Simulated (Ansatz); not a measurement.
System: C3H4O (charge 0, singlet). SMILES: C1CC1=O
Structure (B3LYP-D3(BJ)/def2-TZVP (Ansatz, a first-principles code) minimum search):
```xyz
8

C     -0.3771     1.0863     0.1628
C     -1.1239    -0.2898     0.0411
C      0.3346    -0.1776    -0.0455
O      1.3819    -0.7333    -0.1877
H     -0.3401     1.5520     1.1409
H     -0.4647     1.7796    -0.6657
H     -1.6886    -0.4755    -0.8653
H     -1.5639    -0.7030     0.9413
```
Charge 0, spin multiplicity 1.

Atomisation energy built up term by term with Ansatz (kcal/mol; UHF references for open shells; valence terms freeze the core; atomic spin-orbit terms are left out). CBS marks a two-point X^-3 extrapolation of the correlation energy; Hartree-Fock from the larger set.

```tsv
term	basis	kcal/mol
Hartree-Fock	cc-pVQZ	571.95
CCSD correlation	CBS(cc-pVTZ,cc-pVQZ)	214.84
(T)	CBS(cc-pVTZ,cc-pVQZ)	16.70
core correlation	cc-pwCVTZ	3.79
scalar relativity (X2C)	cc-pVTZ-DK against cc-pVTZ	-0.72
sum: De		806.6
```

(T) makes 2.1 % of the CCSD(T) atomisation energy; under 5 % is typical of single-reference molecules.
